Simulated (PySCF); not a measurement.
Frontier orbitals and the lowest excitations

Compound: C5H4F4S.
Structure used (GFN2-xTB), in Å, numbered top down from 1:
```xyz
14
C5H4F4S angstrom
F     -2.8937   -0.9326   -0.3266
C     -1.9177   -0.0329    0.0084
C     -0.5515   -0.6601   -0.2322
C      0.5724    0.2920    0.0998
C      0.4223    1.5122    0.5451
S      0.2516    2.9575    1.0706
C      1.9487   -0.2692   -0.1233
F      2.1718   -1.3605    0.6292
F      2.9252    0.5980    0.1578
F      2.1285   -0.6580   -1.3973
H     -2.0701    0.8536   -0.6161
H     -2.0647    0.2214    1.0633
H     -0.4709   -0.9606   -1.2817
H     -0.4526   -1.5615    0.3807
```

The calculation used TDDFT PBE0/def2-SVPD, vertical, gas phase, core orbitals frozen in the response (PySCF).

Kohn–Sham orbitals with the atoms that hold most of them (Löwdin shares over 4%, at most four atoms; ? is withheld):

```csv
orbital,ε (eV),atoms
HOMO-3,-10.41,"F1 29%, S6 16%, C3 15%, C2 15%"
HOMO-2,-10.07,"F1 39%, C2 24%, H12 12%, H11 11%"
HOMO-1,-9.80,"S6 35%, C5 19%, F1 13%, C3 8%"
HOMO,-7.27,?
LUMO,?,?
LUMO+1,-0.70,"C5 30%, S6 28%, C4 24%, C7 5%"
LUMO+2,0.31,"S6 37%, C2 11%, C5 9%, C4 8%"
```

Task: Give the leading atoms of the HOMO.

Result: S6 (bonded to C) 42%; C4 (bonded to 3 C) 25%; C5 (bonded to C and S) 19%; C3 (bonded to 2 C and 2 H) 5%. By element: carbon 48% or more, sulfur 42%.

Task: Give the leading atoms of the LUMO.

Result: S6 (bonded to C) 42%; C5 (bonded to C and S) 39%; C4 (bonded to 3 C) 7%; C3 (bonded to 2 C and 2 H) 4%. By element: carbon 50% or more, sulfur 42%.

Task: What is the LUMO energy, and the HOMO–LUMO gap?

Result: ε(LUMO) = -3.09 eV; the gap is 4.18 eV (0.1537 hartree).

Task: The HOMO–LUMO gap is 4.18 eV. Where does the response calculation put the lowest singlet, and from which orbitals?

Result: S1 is at 2.40 eV (f = 0.0000), 1.78 eV below the gap, made of HOMO→LUMO (100%). Without the coupling terms of the response equations the lowest excitation would equal the gap.

Task: Give energy, strength and leading configuration of S1 and S4, and follow the Löwdin shares of the leading atoms from the occupied to the empty orbital.

Result: 
- S1 (2.40 eV, f 0.0000), HOMO→LUMO (100%): S6 42% → 42%, C4 25% → 7%, C5 19% → 39%
- S4 (5.96 eV, f 0.0001), HOMO-2→LUMO (90%): F1 39% → at most 5%, C2 24% → at most 5%, S6 at most 12% → 42%, C5 at most 12% → 39%

Löwdin shares depend on the basis, the more so with diffuse functions.

On one thread of an Arm Neoverse V1 (shared host), this took 58 s of wall time and 0.98 GiB of memory at its peak.

One conformer stands for the species.
